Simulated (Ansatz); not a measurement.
Computed with Ansatz.

A structure relaxed at PBE0-D4/def2-TZVP, charge 0, multiplicity 1:

Cartesian coordinates in Å:
```
C 1.323 0.070 -0.144
C 0.123 0.268 0.770
In -1.759 -0.209 -0.149
Cl -1.437 -0.910 -2.381
H 2.254 0.328 0.371
H 1.408 -0.963 -0.485
H 1.257 0.690 -1.040
H 0.198 -0.349 1.671
H 0.049 1.303 1.118
H -3.417 -0.227 0.269
```

Problem. Give its formula and SMILES.

Solution. C2H6ClIn, `C[CH2][InH][Cl]`.

Problem. Point group (tolerance 0.08 Å, 0.16 Å for H)?

Solution. Cs.

Problem. Summarise the bond lengths by kind.

Solution. 1 × C–C 1.521 Å; 5 × C–H 1.092 to 1.095 Å; 1 × C–In 2.148 Å; 1 × Cl–In 2.362 Å; 1 × H–In 1.711 Å.
